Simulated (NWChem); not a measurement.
System: C₂H₆BiCl; SMILES [CH3][Bi]([CH3])[Cl]

Here is an NWChem input.

```
start job
memory heap 200 mb stack 900 mb global 1100 mb
geometry units angstroms noautoz
  Bi    -0.278115    -0.244915     0.000000
  Cl     0.124842     2.214777     0.000000
  C      1.236512    -0.653450     1.635567
  H      1.567150    -1.700723     1.568343
  H      2.088604     0.022963     1.486519
  H      0.780634    -0.468438     2.617619
  C      1.236512    -0.653450    -1.635567
  H      0.780634    -0.468438    -2.617619
  H      2.088604     0.022963    -1.486519
  H      1.567150    -1.700723    -1.568343
end
basis spherical
  Bi library def2-svp
  Cl library def2-svp
  C library def2-svp
  H library def2-svp
end
ecp
  Bi library def2-ecp
end
dft
  xc scan
  grid xfine
  iterations 150
  mulliken
end
task dft gradient
```

Output (shortened):

```
             Northwest Computational Chemistry Package (NWChem) 7.3.0
             --------------------------------------------------------

 CS  symmetry detected

                             Geometry "geometry" -> ""
                             -------------------------

 Output coordinates in angstroms (scale by  1.889725989 to convert to a.u.)

  No.       Tag          Charge          X              Y              Z
 ---- ---------------- ---------- -------------- -------------- --------------
    1 Bi                  83.0000    -0.30391772     0.28626207     0.00000000
    2 Cl                  17.0000     0.12040882    -2.16983362     0.00000000
    3 C                    6.0000     1.20710020     0.70794993     1.63556700
    4 H                    1.0000     1.52862062     1.75805794     1.56834300
    5 H                    1.0000     2.06504078     0.03897066     1.48651900
    6 H                    1.0000     0.75284794     0.51898148     2.61761900
    7 C                    6.0000     1.20710020     0.70794993    -1.63556700
    8 H                    1.0000     0.75284794     0.51898148    -2.61761900
    9 H                    1.0000     2.06504078     0.03897066    -1.48651900
   10 H                    1.0000     1.52862062     1.75805794    -1.56834300

 Effective nuclear repulsion energy (a.u.)     702.1607056552

      Symmetry information
      --------------------

 Group name             Cs
 Group number              2
 Group order               2
 No. of unique centers     6

                                 NWChem DFT Module
                                 -----------------

 Summary of "ao basis" -> "ao basis" (spherical)
 ------------------------------------------------------------------------------
       Tag                 Description            Shells   Functions and Types
 ---------------- ------------------------------  ------  ---------------------
 Bi                         def2-svp                10       26   4s4p2d
 Cl                         def2-svp                 8       18   4s3p1d
 C                          def2-svp                 6       14   3s2p1d
 H                          def2-svp                 3        5   2s1p

      Symmetry analysis of basis
      --------------------------

        a'         60
        a"         42

            General Information
            -------------------
          SCF calculation type: DFT
          Wavefunction type:  closed shell.
          No. of atoms     :    10
          No. of electrons :    58
           Alpha electrons :    29
            Beta electrons :    29
          Charge           :     0
          Spin multiplicity:     1
          Use of symmetry is: on ; symmetry adaption is: on
          Maximum number of iterations: 150
          AO basis - number of functions:   102
                     number of shells:    48
          Convergence on energy requested:  1.00D-06
          Convergence on density requested:  1.00D-05
          Convergence on gradient requested:  5.00D-04

              XC Information
              --------------
                         SCAN Method XC Functional
                  SCAN metaGGA Exchange Functional  1.000
                        SCAN Correlation Potential  1.000

             Grid Information
             ----------------
          Grid used for XC integration:  xfine
          Radial quadrature: Mura-Knowles
          Angular quadrature: Lebedev.
          Tag              B.-S. Rad. Rad. Pts. Rad. Cut. Ang. Pts.
          ---              ---------- --------- --------- ---------
          Bi                  1.60      205          10.0      1454
          Cl                  1.00      125          12.0      1454
          C                   0.70      100          12.0      1454
          H                   0.35      100          13.0      1202
          Grid pruning is: on
          Number of quadrature shells:   730
          Spatial weights used:  Erf1

      Superposition of Atomic Density Guess
      -------------------------------------

 Sum of atomic energies:        -782.98782693

      Non-variational initial energy
      ------------------------------

 Total energy =    -752.374591
 1-e energy   =   -1609.418248
 2-e energy   =     607.067941
 HOMO         =      -0.265757
 LUMO         =      -0.012967

      Symmetry analysis of molecular orbitals - initial
      -------------------------------------------------

  Numbering of irreducible representations:

     1 a'          2 a"

  Orbital symmetries:

     1 a'          2 a'          3 a"          4 a'          5 a'
     6 a'          7 a"          8 a'          9 a"         10 a'
    11 a'         12 a"         13 a'         14 a'         15 a'
    16 a"         17 a'         18 a"         19 a'         20 a'
    21 a'         22 a'         23 a"         24 a"         25 a'
    26 a"         27 a'         28 a"         29 a'         30 a'
    31 a"         32 a'         33 a'         34 a"         35 a'
    36 a'         37 a"         38 a"         39 a'

     ---------------------------------------------
      Total Density - Mulliken Population Analysis
     ---------------------------------------------

    Atom       Charge   Shell Charges
 -----------   ------   -------------------------------------------------------
    1 Bi  23    21.87   2.92 -0.87  1.19  0.62  4.70  1.27  1.14  0.78  9.75  0.35
    2 Cl  17    17.61   2.00  1.99  1.23  0.74  5.94  2.19  3.51  0.01
    3 C    6     6.63   1.99  0.96  0.33  2.05  1.29  0.01
    4 H    1     0.87   0.66  0.19  0.03
    5 H    1     0.88   0.66  0.19  0.03
    6 H    1     0.88   0.66  0.19  0.03
    7 C    6     6.63   1.99  0.96  0.33  2.05  1.29  0.01
    8 H    1     0.88   0.66  0.19  0.03
    9 H    1     0.88   0.66  0.19  0.03
   10 H    1     0.87   0.66  0.19  0.03

   convergence    iter        energy       DeltaE   RMS-Dens  Diis-err
 ---------------- ----- ----------------- --------- --------- ---------
 d= 0,ls=0.0,diis     1   -754.4979462820 -1.00D+03  1.69D-02  4.05D-01
 d= 0,ls=0.0,diis     2   -754.4254260608  7.25D-02  1.10D-02  7.45D-01
 d= 0,ls=0.0,diis     3   -754.5495951100 -1.24D-01  2.35D-03  4.00D-02
 d= 0,ls=0.0,diis     4   -754.5563390014 -6.74D-03  6.27D-04  2.06D-03
 d= 0,ls=0.0,diis     5   -754.5566020457 -2.63D-04  2.40D-04  3.00D-04
  Resetting Diis
 d= 0,ls=0.0,diis     6   -754.5566410230 -3.90D-05  7.62D-05  8.98D-05
 d= 0,ls=0.0,diis     7   -754.5566544910 -1.35D-05  3.22D-05  1.05D-06
 d= 0,ls=0.0,diis     8   -754.5566541318  3.59D-07  2.01D-05  3.05D-06
 d= 0,ls=0.0,diis     9   -754.5566547082 -5.76D-07  2.05D-06  2.91D-08

         Total DFT energy =     -754.556654708157
      One electron energy =    -1613.296460105180
           Coulomb energy =      667.321868413187
    Exchange-Corr. energy =      -58.557779209514
 Nuclear repulsion energy =      249.975716193350

 Numeric. integr. density =       58.000000484083

                  Occupations of the irreducible representations
                  ----------------------------------------------

                     irrep           alpha         beta
                     --------     --------     --------
                     a'               19.0         19.0
                     a"               10.0         10.0

                       DFT Final Molecular Orbital Analysis
                       ------------------------------------

 Vector   27  Occ=2.000000D+00  E=-2.706553D-01  Symmetry=a'
              MO Center=  5.4D-02, -1.4D+00,  6.2D-12, r^2= 3.2D+00
   Bfn.  Coefficient  Atom+Function         Bfn.  Coefficient  Atom+Function
  ----- ------------  ---------------      ----- ------------  ---------------
    37      0.475563   2 Cl px               34      0.345259   2 Cl px
    11      0.247294   1 Bi px               38      0.244857   2 Cl py
    31      0.203396   2 Cl px               14      0.192503   1 Bi px
    35      0.174100   2 Cl py                3     -0.149737   1 Bi s
     5     -0.127591   1 Bi px                4     -0.121480   1 Bi s

 Vector   28  Occ=2.000000D+00  E=-2.465926D-01  Symmetry=a"
              MO Center=  3.4D-01, -1.3D+00,  3.0D-15, r^2= 3.8D+00
   Bfn.  Coefficient  Atom+Function         Bfn.  Coefficient  Atom+Function
  ----- ------------  ---------------      ----- ------------  ---------------
    39      0.559990   2 Cl pz               36      0.393414   2 Cl pz
    33      0.231445   2 Cl pz               13     -0.203627   1 Bi pz
    50      0.154487   3 C  pz               79      0.154487   7 C  pz
    47     -0.119542   3 C  s                76      0.119542   7 C  s
    48      0.114196   3 C  px               77     -0.114196   7 C  px

 Vector   29  Occ=2.000000D+00  E=-2.282399D-01  Symmetry=a'
              MO Center=  1.3D-01, -3.6D-01,  6.6D-13, r^2= 4.6D+00
   Bfn.  Coefficient  Atom+Function         Bfn.  Coefficient  Atom+Function
  ----- ------------  ---------------      ----- ------------  ---------------
    37      0.408858   2 Cl px               11     -0.360240   1 Bi px
     4      0.300680   1 Bi s                34      0.281872   2 Cl px
     3      0.210468   1 Bi s                 5      0.179411   1 Bi px
    48      0.175090   3 C  px               77      0.175090   7 C  px
    14     -0.165758   1 Bi px                1     -0.164575   1 Bi s

 Vector   30  Occ=0.000000D+00  E=-7.211684D-02  Symmetry=a'
              MO Center= -2.4D-01,  6.6D-03,  5.9D-16, r^2= 4.1D+00
   Bfn.  Coefficient  Atom+Function         Bfn.  Coefficient  Atom+Function
  ----- ------------  ---------------      ----- ------------  ---------------
    15      0.682471   1 Bi py               12      0.559150   1 Bi py
    38      0.469227   2 Cl py                3     -0.298922   1 Bi s
    30      0.282853   2 Cl s                 6     -0.260760   1 Bi py
    35      0.246829   2 Cl py               32      0.144134   2 Cl py
     1      0.134370   1 Bi s                29      0.134502   2 Cl s

 Vector   31  Occ=0.000000D+00  E=-2.065612D-02  Symmetry=a"
              MO Center= -1.5D-01,  3.3D-01, -1.6D-15, r^2= 4.6D+00
   Bfn.  Coefficient  Atom+Function         Bfn.  Coefficient  Atom+Function
  ----- ------------  ---------------      ----- ------------  ---------------
    16      0.906075   1 Bi pz               47     -0.616720   3 C  s
    76      0.616720   7 C  s                13      0.448831   1 Bi pz
    51      0.235712   3 C  px               80     -0.235712   7 C  px
     7     -0.206822   1 Bi pz               53      0.205292   3 C  pz
    82      0.205292   7 C  pz               20     -0.172377   1 Bi d  1

 Vector   32  Occ=0.000000D+00  E= 8.314953D-03  Symmetry=a'
              MO Center=  1.0D-02,  3.7D-01,  6.1D-14, r^2= 4.8D+00
   Bfn.  Coefficient  Atom+Function         Bfn.  Coefficient  Atom+Function
  ----- ------------  ---------------      ----- ------------  ---------------
    14      0.969321   1 Bi px               47     -0.638106   3 C  s
    76     -0.638106   7 C  s                 3      0.542479   1 Bi s
     4      0.522963   1 Bi s                11      0.406371   1 Bi px
    53      0.344886   3 C  pz               82     -0.344886   7 C  pz
     1     -0.297590   1 Bi s                51      0.296121   3 C  px

     ---------------------------------------------
      Total Density - Mulliken Population Analysis
     ---------------------------------------------

    Atom       Charge   Shell Charges
 -----------   ------   -------------------------------------------------------
    1 Bi  23    22.41   2.94 -0.87  1.33  0.49  4.72  1.29  1.57  0.79  9.69  0.47
    2 Cl  17    17.37   2.00  1.99  1.23  0.76  5.93  2.11  3.34  0.01
    3 C    6     6.34   1.99  0.90  0.31  2.04  1.08  0.02
    4 H    1     0.93   0.73  0.18  0.03
    5 H    1     0.91   0.72  0.17  0.03
    6 H    1     0.92   0.73  0.17  0.03
    7 C    6     6.34   1.99  0.90  0.31  2.04  1.08  0.02
    8 H    1     0.92   0.73  0.17  0.03
    9 H    1     0.91   0.72  0.17  0.03
   10 H    1     0.93   0.73  0.18  0.03

     -------------------------------------------
      Total Density - Lowdin Population Analysis
     -------------------------------------------

    Atom       Charge   Shell Charges
 -----------   ------   -------------------------------------------------------
    1 Bi  23    22.46   1.48  0.48  1.04  0.71  4.08  1.69  1.61  1.11  9.30  0.96
    2 Cl  17    17.23   2.00  1.96  1.06  0.86  5.82  2.25  3.26  0.01
    3 C    6     6.25   1.97  0.61  0.36  1.83  1.44  0.04
    4 H    1     0.97   0.63  0.27  0.07
    5 H    1     0.96   0.62  0.26  0.07
    6 H    1     0.97   0.63  0.26  0.07
    7 C    6     6.25   1.97  0.61  0.36  1.83  1.44  0.04
    8 H    1     0.97   0.63  0.26  0.07
    9 H    1     0.96   0.62  0.26  0.07
   10 H    1     0.97   0.63  0.27  0.07

     Multipole analysis of the density
     ---------------------------------

     L   x y z        total         alpha         beta         nuclear
     -   - - -        -----         -----         ----         -------
     0   0 0 0      0.000000    -29.000000    -29.000000     58.000000

     1   1 0 0     -0.076367    -17.267820    -17.267820     34.459273
     1   0 1 0      1.365897     16.911655     16.911655    -32.457413
     1   0 0 1     -0.000000     -0.000000     -0.000000     -0.000000

     2   2 0 0    -41.230392    -81.665554    -81.665554    122.100716
     2   1 1 0      0.078127    -18.047381    -18.047381     36.172889
     2   1 0 1      0.000000      0.000000      0.000000     -0.000000
     2   0 2 0    -44.553783   -191.297787   -191.297787    338.041791
     2   0 1 1     -0.000000     -0.000000     -0.000000     -0.000000
     2   0 0 2    -40.426470   -118.674064   -118.674064    196.921658

            General Information
            -------------------
          SCF calculation type: DFT
          Wavefunction type:  closed shell.
          No. of atoms     :    10
          No. of electrons :    58
           Alpha electrons :    29
            Beta electrons :    29
          Charge           :     0
          Spin multiplicity:     1
          Use of symmetry is: on ; symmetry adaption is: on
          Maximum number of iterations: 150
          AO basis - number of functions:   102
                     number of shells:    48
          Convergence on energy requested:  1.00D-06
          Convergence on density requested:  1.00D-05
          Convergence on gradient requested:  5.00D-04

              XC Information
              --------------
                         SCAN Method XC Functional
                  SCAN metaGGA Exchange Functional  1.000
                        SCAN Correlation Potential  1.000

[...]

                         DFT ENERGY GRADIENTS

    atom               coordinates                        gradient
                 x          y          z           x          y          z
   1 Bi     -0.574321   0.540957   0.000000    0.004242  -0.000648   0.000000
   2 Cl      0.227540  -4.100391   0.000000   -0.000540   0.001135   0.000000
   3 C       2.281089   1.337831   3.090773   -0.002399  -0.000491  -0.002469
   4 H       2.888674   3.322248   2.963739    0.000227   0.000252   0.000185
   5 H       3.902361   0.073644   2.809114    0.000259  -0.000018   0.000327
   6 H       1.422676   0.980733   4.946583    0.000062   0.000014   0.000454
   7 C       2.281089   1.337831  -3.090773   -0.002399  -0.000491   0.002469
   8 H       1.422676   0.980733  -4.946583    0.000062   0.000014  -0.000454
   9 H       3.902361   0.073644  -2.809114    0.000259  -0.000018  -0.000327
  10 H       2.888674   3.322248  -2.963739    0.000227   0.000252  -0.000185
```

Level: SCAN/def2-SVP with def2 effective core potentials on Bi. The geometry was optimised at PBE0/def2-SVP. No frequency run checked for a minimum. def2 effective core potentials on Bi; no spin-orbit coupling.
